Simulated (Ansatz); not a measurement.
Total energies of `c1csc(-c2cnc(-c3cnc(-c4cnc(-c5cnc(-c6cnc(-c7cnc(-c8cnc(-c9cncs9)s8)s7)s6)s5)s4)s3)s2)n1` from Ansatz at PBE0-D4/def2-SVP, gas phase (1 Eh = 27.2114 eV = 2625.5 kJ/mol). The reference geometry is relaxed at PBE-D4/def2-SVP.

| state | geometry | energy (Eh) |
| --- | --- | --- |
| charge 0 singlet | reference | -5106.88211 |
| charge 1 doublet | reference | -5106.63543 |
| charge -1 doublet | reference | -5106.97242 |
| free C atom (triplet) | – | -37.76066 |
| free S atom (triplet) | – | -397.83788 |
| free N atom (quartet) | – | -54.47898 |
| free H atom (doublet) | – | -0.50029 |

Single mean-field runs in def2-SVP are fitted with def2-universal-jkfit.

(1) Work out the vertical ionisation energy to the doublet.

(2) Work out the vertical electron affinity, to the doublet.

(3) Give the fundamental gap IE − EA, the Mulliken electronegativity (IE + EA)/2 and the hardness (IE − EA)/2.

(4) What is the binding energy per atom against free atoms?

(1) E(charge 1 doublet) − E(charge 0 singlet) = -5106.63543 − (-5106.88211) = 0.24668 Eh = 6.71 eV. For comparison, −ε of the highest occupied level is 5.87 eV at this level, 0.84 eV less.

(2) E(charge 0 singlet) − E(charge -1 doublet) = -5106.88211 − (-5106.97242) = 0.09031 Eh = 2.46 eV. The basis lacks diffuse functions, which makes affinities too small.

(3) From the values in Eh: IE − EA = 0.24668 − 0.09031 = 0.15637 Eh = 4.26 eV; (IE + EA)/2 = 4.58 eV; (IE − EA)/2 = 2.13 eV. The HOMO–LUMO gap of the same run is 2.63 eV, 1.63 eV smaller than the fundamental gap.

(4) Atoms: 27 × (-37.76066) + 9 × (-397.83788) + 9 × (-54.47898) + 11 × (-0.50029) = -5095.89275 Eh. Binding: -5095.89275 − (-5106.88211) = 10.98936 Eh = 299.04 eV, or 5.34 eV for each of 56 atoms (no zero-point energy, no counterpoise term).
